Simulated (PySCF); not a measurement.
# I³⁺: ionisation energy

I³⁺ [Kr] 4d10 5s2 5p2 [5p1/2^2, M_J = 0] → I⁴⁺ [Kr] 4d10 5s2 5p1 [5p1/2^1, M_J = 1/2], as a difference of total energies. All numbers are calculated (PySCF 2.14, the two-component X2C-1e Hamiltonian, in x2c-SVPall-2c). Correlated levels: [Ar] 3d10 frozen; the 6 highest virtual spinors dropped. "Screened" scales the spin-orbit matrix elements by Boettger's factors to mimic the two-electron term; Breit and QED terms are absent.

```tsv
method	ionisation energy (eV)	error (eV)
GHF (spin-free)	39.462	-0.895
GMP2 (spin-free)	39.748	-0.609
GHF (screened spin-orbit)	39.070	-1.287
GMP2 (screened spin-orbit)	39.583	-0.774
```

Reference: 40.357 ± 0.025 eV (measured; NIST Atomic Spectra Database, ionization energies).

The spin-free rows relax to the high-spin LS determinant and lack the spin-orbit shift.

Errors of the correlated levels include the incompleteness of this basis and the frozen core.

The labels give the starting determinants; with spin-orbit coupling the two ends relaxed to ⟨J²⟩ = 0.00, ⟨L²⟩ = 1.35, ⟨S²⟩ = 1.35 and ⟨J²⟩ = 0.76, ⟨L²⟩ = 2.04, ⟨S²⟩ = 0.77.
